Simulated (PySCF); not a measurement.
**Ru²⁺ (ruthenium, charge +2) across methods**

[Kr] 4d5 5s1, high-spin 7S determinant (an excited configuration). Calculation: PySCF 2.14, in x2c-TZVPPall with one added diffuse shell each of s, p, d, f type (9s7p7d3f1g, 95 functions); the spin-free X2C one-electron Hamiltonian (Gaussian nucleus).

```csv
method,E (hartree),mean ε 4p β (eV),mean ε 4d α (eV),mean ε 5s α (eV),Σ⟨r²⟩ (bohr²),⟨S²⟩
PBE,-4528.89,-68.150,-29.281,-21.542,35.06,12.000
TPSS,-4529.12,-68.421,-29.314,-21.365,35.05,12.000
r2SCAN,-4529.32,-68.950,-29.884,-21.782,34.99,12.001
PBE0,-4528.98,-70.747,-31.296,-22.286,34.99,12.000
UHF,-4527.11440,-76.958,-36.467,-24.102,35.11,12.001
LDA,-4524.23,-68.508,-29.345,-21.884,35.09,12.000
```
